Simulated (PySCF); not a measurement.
A side-by-side comparison of computed properties.

First species: C6H11OP.
Cartesian coordinates in Å at the GFN2-xTB level; atoms count from 1:
```xyz
19
C6H11OP angstrom
C     -1.8994    2.4305   -1.1539
C     -1.7155    1.2514   -1.0068
P     -1.4526   -0.4996   -0.9628
C     -2.7074   -0.8817    0.3534
C      0.0592   -0.4724    0.1321
C      1.2826    0.0248   -0.6292
C      2.5278    0.0244    0.2531
O      2.8158   -1.3045    0.6356
H     -2.0613    3.4657   -1.2402
H     -2.5718   -0.2485    1.2291
H     -2.6123   -1.9278    0.6411
H     -3.7046   -0.7234   -0.0536
H     -0.1266    0.1606    1.0057
H      0.2427   -1.4936    0.4764
H      1.4654   -0.6241   -1.4877
H      1.1086    1.0395   -0.9944
H      3.3725    0.4531   -0.3057
H      2.3516    0.6483    1.1426
H      3.6156   -1.3134    1.1700
```

Second species: C6H10Cl2O.
InChI=1S/C6H10Cl2O/c1-5(6(7)8)3-2-4-9/h3,6,9H,2,4H2,1H3/b5-3+

Levels: PBE0/pcSseg-1 for dipole moment, HOMO energy, LUMO energy and HOMO–LUMO gap; GFN2-xTB for rotational constant A and rotational constant C. Geometries: GFN2-xTB. Each species is one conformer at its optimised geometry, gas phase, non-relativistic unless stated. Electronic properties by PySCF.

Dipoles, sizes and rotational constants follow the conformer. The torsions of the flexible species, by atom-mapped SMILES:
- `[CH:1]#[C:2][P:3]([CH3:4])[CH2:5][CH2:6][CH2:7][OH:8]`: C2–P3–C5–C6 -74°, P3–C5–C6–C7 -179°, C5–C6–C7–O8 63°, H–O8–C7–C6 178°
- `[CH3:1]/[C:2](=[CH:3]\[CH2:4][CH2:5][OH:6])[CH:7]([Cl:8])[Cl:9]`: C2–C3–C4–C5 -117°, C3–C4–C5–O6 -62°, C1–C2–C7–Cl8 -73°, H–O6–C5–C4 -58°

Values for the first species:

- Dipole moment: 2.48 D
- HOMO energy: -6.70 eV
- LUMO energy: 0.22 eV
- HOMO–LUMO gap: 6.92 eV
- Rotational constant A: 2.805 GHz
- Rotational constant C: 0.712 GHz

(1) Estimate the same properties for the second species, and the change in each.

Answers

(1) 
| property | first | second | second less first |
| --- | --- | --- | --- |
| dipole moment | 2.48 D | 3.32 D | +0.84 D |
| HOMO energy | -6.70 eV | -7.30 eV | -0.60 eV |
| LUMO energy | 0.22 eV | -0.59 eV | -0.81 eV |
| HOMO–LUMO gap | 6.92 eV | 6.71 eV | -0.21 eV |
| rotational constant A | 2.805 GHz | 1.735 GHz | -1.070 GHz |
| rotational constant C | 0.712 GHz | 0.490 GHz | -0.222 GHz |

On the first: In atomic units the dipole is 0.98 e·bohr (1 au = 2.5417 D). A dipole of 2.48 D is allowed in C1, and pure rotational transitions are dipole-allowed.

On the second: The dipole equals about 11.1 × 10⁻³⁰ C·m (1 D = 3.33564 × 10⁻³⁰ C·m). A dipole of 3.32 D is allowed in C1, and pure rotational transitions are dipole-allowed.
